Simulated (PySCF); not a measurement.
# Telling isomers of C8H6FN apart by NMR

PySCF calculation with GIAO PBE0/pcSseg-1 shieldings and structure optimised with GFN2-xTB; relativity neglected, equivalent nuclei averaged, single conformer, no solvent.

Referencing at the same level of theory: TMS for 1H (31.72 ppm), 13C (186.93 ppm). Splittings of carbon signals by F and P are missing where no couplings were computed. Where no couplings were computed, multiplicities follow the n + 1 count of equivalent neighbours, and m marks all less simple cases (inequivalent or close neighbours, rings, F or P nearby). Shifts are as computed. Against solution values, carbons near 30 ppm lie about +3 ppm off and those near 130 ppm about +5 ppm. Of 1211 compounds with measured shifts, 218 miss one by over three times the rms of a fit or turn the order of signals round; such compounds aren't used in these exercises. OH and NH positions are gas-phase values without hydrogen bonding to other molecules.

(1) Tabulate the signals of `N#CCc1ccccc1F`, `C#Cc1c(N)cccc1F` and their relative energies.

(2) What is the quickest way to tell N#CCc1ccccc1F from C#Cc1c(N)cccc1F?

Answers

(1) 
```tsv
SMILES	carbon types	δC	δH	E rel. (kcal/mol)
N#CCc1ccccc1F	3×C 4×CH 1×CH2	169.4, 137.8, 135.6, 130.4, 125.6, 123.2, 121.8, 16.2	7.95 (m, 1H), 7.67 (m, 1H), 7.56 (m, 1H), 7.46 (m, 1H), 3.71 (s, 2H)	0.0
C#Cc1c(N)cccc1F	4×C 4×CH	176.9, 156.2, 136.3, 111.2, 109.0, 97.3, 96.9, 79.2	7.31 (m, 1H), 6.59 (m, 1H), 6.49 (d, 1H), 4.29 (br s, 2H), 3.27 (s, 1H)	28.3
```

Energies are electronic energies at PBE0/pcSseg-1 on these geometries, without zero-point or thermal terms, each for the one conformer computed, which needn't be the lowest.

(2) Both give the same number of carbon signals, but DEPT or the intensities differ. The first has an sp3 CH2 on an aromatic ring at 16.2 ppm, the second an alkyne carbon (C) at 79.2 ppm. Their most deshielded carbons lie at 169.4 and 176.9 ppm. In the proton spectra the most deshielded non-exchanging signals are 7.95 (m, 1H) and 7.31 (m, 1H).
